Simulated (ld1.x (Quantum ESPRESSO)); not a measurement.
# As (Z = 33): excitation energies, all-electron against RRKJ

* Element: As
* Generator: ld1.x (Quantum ESPRESSO) 7.5
* Type: norm-conserving RRKJ (Kleinman–Bylander form)
* Functional: PBEsol
* Relativity: scalar-relativistic
* Frozen core: [Ar] 3d10
* Valence charge: 5
* Reference configuration: 4s2 4p3
* Partial waves: 4p (bound): rc 1.95 bohr; 4d channel at 0.2 Ry: rc 2.05 bohr; 4s (bound): rc 1.30 bohr
* Local potential: the s channel
* Core correction: Bessel-smoothed model core inside 1.35 bohr

Energies are relative to the spin-unpolarised reference configuration 4s2 4p3; without spin polarisation the order of configurations can differ from experiment.

```
valence configuration  charge  ΔE all-electron (eV)  error AE − PS (meV)
              4s2 4p2      +1                 9.158                 -4.2
              4s2 4p0      +3                54.822                  -62
            4s2 4p3.3    -0.3                -1.234                  0.0
              4s0 4p5       0                19.073                  -71
              4s1 4p4       0                 9.425                  -17
            4s2 4p2.5    +0.5                 3.558                 -1.1
```

(1) What are ΔE and the potential's error for 4s2 4p1?

Results:

(1) ΔE = 27.099 eV all-electron; the error (AE − PS) is -21 meV.
